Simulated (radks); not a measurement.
Species: Co3+. Configuration: [Ar] 3d6.

Method: Dirac Kohn-Sham, PBEsol, spin-unpolarised, spherical densities, point nucleus; open shells fill j = l - 1/2 first; computed with a radial shooting solver on a logarithmic mesh with Libxc functionals.

Energy parts (eV):
| part | energy |
|---|---|
| total | -37815.252 |
| kinetic | 38382.290 |
| electron-nucleus | -89798.327 |
| Hartree | 15153.955 |
| exchange-correlation | -1553.170 |

Orbitals (lengths in bohr, moments of r in powers of bohr; <r^-3> diverges for s and p1/2; r(90%) holds 90 % of the orbital's charge):
orbital  occ.  eigenvalue (eV)      <r>  r(90%)  <r^-3>       <r^4>
1s1/2       2        -7622.820  0.05623   0.100       -  0.00004649
2s1/2       2        -936.9106   0.2555   0.396       -     0.01037
2p1/2       2        -818.2021   0.2229   0.366       -    0.007617
2p3/2       4        -803.4027   0.2261   0.370   534.4    0.007981
3s1/2       2        -140.3581   0.7690    1.15       -      0.7489
3p1/2       2        -104.7989   0.7998    1.23       -      0.9776
3p3/2       4        -102.9041   0.8089    1.24   68.90       1.022
3d3/2       4         -45.2228   0.9371    1.58   6.806       2.800
3d5/2       2         -45.0016   0.9409    1.59   6.679       2.845

The highest occupied level is 3d5/2 at -45.002 eV. For comparison, the ionisation energy in NIST's Atomic Spectra Database is 51.3 eV (semi-empirical). In exact Kohn-Sham theory the highest level is minus the ionisation energy, but local and semilocal functionals leave it too shallow, through self-interaction and a potential that decays too fast; potentials with the right tail come closer. The density falls to 0.001 e/bohr^3 at r = 2.71 bohr. Summed over all electrons, <r^2> = 13.15 bohr^2, which gives a Langevin (diamagnetic) susceptibility term of -10.4 x 10^-6 cm^3/mol.

Beside tabulated values, note that spin-unpolarised runs miss the spin-polarisation part of the exchange energy of open shells.
